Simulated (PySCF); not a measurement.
Precursor series W F-OH. Isolated molecules, 0 K electronic values unless said otherwise. One relaxed conformer stands for each flexible species; it need not be the lowest.

These are TPSSh-D3(BJ)/def2-TZVP // TPSS-D3(BJ)/def2-SVP (PySCF) values and carry that method's errors. 

| species | HOMO (eV) | charge on the central atom (Mulliken) (e) | coordination number | LUMO (eV) |
|---|---|---|---|---|
| 0 of 6 F replaced by OH ([W(F)6]) | ? | 1.74 | 6 | -5.17 |
| 1 of 6 F replaced by OH ([W(F)5(OH)]) | ? | ? | 6 | ? |
| 2 of 6 F replaced by OH | -9.63 | 1.67 | 6 | ? |
| 3 of 6 F replaced by OH ([W(F)3(OH)3]) | -8.83 | 1.62 | 6 | -3.36 |
| 5 of 6 F replaced by OH ([W(F)(OH)5]) | -8.09 | 1.55 | ? | -3.08 |
| 6 of 6 F replaced by OH ([W(OH)6]) | -7.85 | 1.50 | 6 | -3.12 |

### Question
Fill in the missing entries.

### Answer

- 0 of 6 F replaced by OH ([W(F)6]), HOMO (eV): -11.63
- 1 of 6 F replaced by OH ([W(F)5(OH)]), HOMO (eV): -10.40
- 1 of 6 F replaced by OH ([W(F)5(OH)]), charge on the central atom (Mulliken) (e): 1.71
- 1 of 6 F replaced by OH ([W(F)5(OH)]), LUMO (eV): -4.49
- 2 of 6 F replaced by OH, LUMO (eV): -3.84
- 5 of 6 F replaced by OH ([W(F)(OH)5]), coordination number: 6
